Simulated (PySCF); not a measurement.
PySCF input (BP86/def2-SVP):

```python
from pyscf import gto, dft

mol = gto.M(
    atom='''
    F     1.99715300    0.07033100    0.09770500
    C     0.69813700   -0.11028500    0.05173700
    C    -0.09730500   -1.18616400    0.14943200
    C    -1.44602100   -0.74846900    0.02019600
    C    -1.35752100    0.59471600   -0.15017800
    O    -0.04127100    1.00388900   -0.13308500
    H    -2.34541300   -1.33820300    0.04895000
    H    -2.08254400    1.37532800   -0.29074400
    ''',
    basis='def2-svp',
    charge=0,
    spin=1,
    verbose=4,
)

mf = dft.UKS(mol, xc='bp86')
mf.grids.level = 3
mf.conv_tol = 1e-9
mf.max_cycle = 100
mf.max_memory = 1500
mf.kernel()
if not mf.converged:
    mf = mf.newton()
    mf.kernel(mf.make_rdm1())
mo, _, stable, _ = mf.stability(return_status=True)
if not stable:
    mf.kernel(mf.make_rdm1(mo, mf.mo_occ))
    stable = mf.stability(return_status=True)[2]
mf.dip_moment()
```

Output:

```
PySCF version 2.14.0

[INPUT] verbose = 4
[INPUT] num. atoms = 8
[INPUT] num. electrons = 43
[INPUT] charge = 0
[INPUT] spin (= nelec alpha-beta = 2S) = 1
[INPUT] symmetry False subgroup None
[INPUT] Mole.unit = angstrom
[INPUT] Symbol           X                Y                Z      unit          X                Y                Z       unit  Magmom
[INPUT]  1 F      1.997153000000   0.070331000000   0.097705000000 AA    3.774072198853   0.132906328067   0.184635691001 Bohr   0.0
[INPUT]  2 C      0.698137000000  -0.110285000000   0.051737000000 AA    1.319287727425  -0.208408445648   0.097768760507 Bohr   0.0
[INPUT]  3 C     -0.097305000000  -1.186164000000   0.149432000000 AA   -0.183879800551  -2.241525098819   0.282385554246 Bohr   0.0
[INPUT]  4 C     -1.446021000000  -0.748469000000   0.020196000000 AA   -2.732583660370  -1.414401422727   0.038164908812 Bohr   0.0
[INPUT]  5 C     -1.357521000000   0.594716000000  -0.150178000000 AA   -2.565342898346   1.123850361897  -0.283795289935 Bohr   0.0
[INPUT]  6 O     -0.041271000000   1.003889000000  -0.133085000000 AA   -0.077990886887   1.897075269463  -0.251494201288 Bohr   0.0
[INPUT]  7 H     -2.345413000000  -1.338203000000   0.048950000000 AA   -4.432188218995  -2.528837169071   0.092502093797 Bohr   0.0
[INPUT]  8 H     -2.082544000000   1.375328000000  -0.290744000000 AA   -3.935437802356   2.598993251446  -0.549426532361 Bohr   0.0

nuclear repulsion = 213.173393001555
number of shells = 42
number of NR pGTOs = 158
number of NR cGTOs = 94
basis = def2-svp
ecp = {}

******** <class 'pyscf.dft.uks.UKS'> ********
method = UKS
initial guess = minao
damping factor = 0
level_shift factor = 0
DIIS = <class 'pyscf.scf.diis.CDIIS'>
diis_start_cycle = 1
diis_space = 8
diis_damp = 0
SCF conv_tol = 1e-09
SCF conv_tol_grad = None
SCF max_cycles = 100
direct_scf = True
direct_scf_tol = 1e-13
number electrons alpha = 22  beta = 21
XC library pyscf.dft.libxc version 7.1.2
    S. Lehtola, C. Steigemann, M. J. T. Oliveira, and M. A. L. Marques,  SoftwareX 7, 1–5 (2018)
XC functionals = bp86
    A. D. Becke,  Phys. Rev. A 38, 3098 (1988)
    J. P. Perdew,  Phys. Rev. B 33, 8822 (1986)
    J. P. Perdew,  Phys. Rev. B 34, 7406–7406 (1986)
radial grids:
    Treutler-Ahlrichs [JCP 102, 346 (1995); DOI:10.1063/1.469408] (M4) radial grids

becke partition: Becke, JCP 88, 2547 (1988); DOI:10.1063/1.454033
pruning grids: <function nwchem_prune>
grids dens level: 3
symmetrized grids: False
atomic radii adjust function: <function treutler_atomic_radii_adjust>
small_rho_cutoff = 0
Set gradient conv threshold to 3.16228e-05
tot grids = 104432
init E= -329.307256515827
  alpha nocc = 22  HOMO = -0.251558745551724  LUMO = -0.0781771726480502
  beta  nocc = 21  HOMO = -0.258707439894825  LUMO = -0.251558745551722

WARN: HOMO -0.251558745551724 >= LUMO -0.251558745551722

cycle= 1 E= -328.123469213273  delta_E= 1.18  |g|= 0.553  |ddm|= 2.51
  alpha nocc = 22  HOMO = -0.0472061260735273  LUMO = -0.0264053043148347
  beta  nocc = 21  HOMO = -0.190281218370429  LUMO = -0.0389843695681193
  HOMO = -0.0472061260735  LUMO = -0.0389843695681  gap/eV = 0.22373
cycle= 2 E= -327.087119449686  delta_E= 1.04  |g|= 1.26  |ddm|= 2.19
  alpha nocc = 22  HOMO = -0.197834368832839  LUMO = 0.00652297881989572
  beta  nocc = 21  HOMO = -0.192704927030227  LUMO = -0.186370691053744
  HOMO = -0.19270492703  LUMO = -0.186370691054  gap/eV = 0.17236
cycle= 3 E= -328.111796786098  delta_E= -1.02  |g|= 0.532  |ddm|= 2.22
  alpha nocc = 22  HOMO = -0.157999435668309  LUMO = -0.0231488747655657
  beta  nocc = 21  HOMO = -0.195360614722799  LUMO = -0.153267397361288
  HOMO = -0.157999435668  LUMO = -0.153267397361  gap/eV = 0.12877
cycle= 4 E= -328.277200759833  delta_E= -0.165  |g|= 0.237  |ddm|= 1.28
  alpha nocc = 22  HOMO = -0.221324941962524  LUMO = -0.0368887862596057
  beta  nocc = 21  HOMO = -0.210251171016097  LUMO = -0.165130526942946
  HOMO = -0.210251171016  LUMO = -0.165130526943  gap/eV = 1.22780
cycle= 5 E= -328.304270054381  delta_E= -0.0271  |g|= 0.122  |ddm|= 0.55
  alpha nocc = 22  HOMO = -0.219356856235837  LUMO = -0.029945174771457
  beta  nocc = 21  HOMO = -0.20629129279164  LUMO = -0.154676760056356
  HOMO = -0.206291292792  LUMO = -0.154676760056  gap/eV = 1.40450
cycle= 6 E= -328.308099081975  delta_E= -0.00383  |g|= 0.096  |ddm|= 0.173
  alpha nocc = 22  HOMO = -0.212980215679377  LUMO = -0.0301643904356652
  beta  nocc = 21  HOMO = -0.206481227592974  LUMO = -0.153929222378043
  HOMO = -0.206481227593  LUMO = -0.153929222378  gap/eV = 1.43001
cycle= 7 E= -328.312548516325  delta_E= -0.00445  |g|= 0.0316  |ddm|= 0.139
  alpha nocc = 22  HOMO = -0.215451553135371  LUMO = -0.0325411157394782
  beta  nocc = 21  HOMO = -0.20983378789626  LUMO = -0.158758710138414
  HOMO = -0.209833787896  LUMO = -0.158758710138  gap/eV = 1.38982
cycle= 8 E= -328.313008936726  delta_E= -0.00046  |g|= 0.0144  |ddm|= 0.0371
  alpha nocc = 22  HOMO = -0.214876783052992  LUMO = -0.0320778076121515
  beta  nocc = 21  HOMO = -0.21001408767084  LUMO = -0.159956725872313
  HOMO = -0.210014087671  LUMO = -0.159956725872  gap/eV = 1.36213
cycle= 9 E= -328.313105258921  delta_E= -9.63e-05  |g|= 0.006  |ddm|= 0.019
  alpha nocc = 22  HOMO = -0.214246859703375  LUMO = -0.0318363348208739
  beta  nocc = 21  HOMO = -0.209534329146867  LUMO = -0.160222492862578
  HOMO = -0.209534329147  LUMO = -0.160222492863  gap/eV = 1.34184
cycle= 10 E= -328.313123938318  delta_E= -1.87e-05  |g|= 0.0018  |ddm|= 0.00833
  alpha nocc = 22  HOMO = -0.214330048773196  LUMO = -0.0319144014690091
  beta  nocc = 21  HOMO = -0.20975581833371  LUMO = -0.16064165361539
  HOMO = -0.209755818334  LUMO = -0.160641653615  gap/eV = 1.33646
cycle= 11 E= -328.313125423694  delta_E= -1.49e-06  |g|= 0.00076  |ddm|= 0.00271
  alpha nocc = 22  HOMO = -0.214367800991721  LUMO = -0.0319513547874357
  beta  nocc = 21  HOMO = -0.209778469039329  LUMO = -0.160657407474262
  HOMO = -0.209778469039  LUMO = -0.160657407474  gap/eV = 1.33665
cycle= 12 E= -328.31312560626  delta_E= -1.83e-07  |g|= 0.000466  |ddm|= 0.00121
  alpha nocc = 22  HOMO = -0.214336300813111  LUMO = -0.0319136463443135
  beta  nocc = 21  HOMO = -0.209757195012657  LUMO = -0.16063450468128
  HOMO = -0.209757195013  LUMO = -0.160634504681  gap/eV = 1.33670
cycle= 13 E= -328.313125709011  delta_E= -1.03e-07  |g|= 0.000134  |ddm|= 0.000506
  alpha nocc = 22  HOMO = -0.214347788081623  LUMO = -0.0319361603683994
  beta  nocc = 21  HOMO = -0.209771965178677  LUMO = -0.160647964948315
  HOMO = -0.209771965179  LUMO = -0.160647964948  gap/eV = 1.33673
cycle= 14 E= -328.31312571699  delta_E= -7.98e-09  |g|= 3.57e-05  |ddm|= 0.00015
  alpha nocc = 22  HOMO = -0.21434150724362  LUMO = -0.0319311157583129
  beta  nocc = 21  HOMO = -0.209769437366607  LUMO = -0.16064517630688
  HOMO = -0.209769437367  LUMO = -0.160645176307  gap/eV = 1.33674
cycle= 15 E= -328.313125717609  delta_E= -6.2e-10  |g|= 3.03e-05  |ddm|= 6.44e-05
  alpha nocc = 22  HOMO = -0.214343526854171  LUMO = -0.0319350303119426
  beta  nocc = 21  HOMO = -0.209772786477666  LUMO = -0.160651052772595
  HOMO = -0.209772786478  LUMO = -0.160651052773  gap/eV = 1.33667
Extra cycle  E= -328.31312571663  delta_E= 9.79e-10  |g|= 6.02e-05  |ddm|= 7.88e-05
converged SCF energy = -328.31312571663  <S^2> = 0.75578446  2S+1 = 2.0057761
uhf_internal: lowest eigs of H = [0.22011155 0.23604647 0.34819134]
<class 'pyscf.dft.uks.UKS'> wavefunction is stable in the internal stability analysis
Dipole moment(X, Y, Z, Debye): -1.56517,  0.19732, -0.10945
```

The geometry given is a B3LYP-D3(BJ)/def2-TZVP minimum.
